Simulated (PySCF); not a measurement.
# How methods differ on the excitation energy of Cd⁺

Cd⁺ [Kr] 4d10 5s1 (2S) → Cd⁺ [Kr] 4d9 5s1 6s1 (4D), as a difference of total energies. Calculation: PySCF 2.14, in x2c-QZVPPall with one added diffuse shell each of s, p, d, f, g type (14s9p8d5f3g, 143 functions); the spin-free X2C one-electron Hamiltonian (Gaussian nucleus). The calculations carry no spin-orbit coupling.

```
method  excitation energy (eV)
   UHF                  18.477
 TPSSh                  19.619
M06-2X                  19.790
  TPSS                  19.623
```

The upper state lies above the first ionisation limit, but in LS coupling its spin forbids autoionisation to the ground ion. A Rydberg-like electron needs more diffuse functions than a valence basis has.

The promoted electron is Rydberg-like, and one or two diffuse shells describe it only roughly, which tends to raise the upper state.
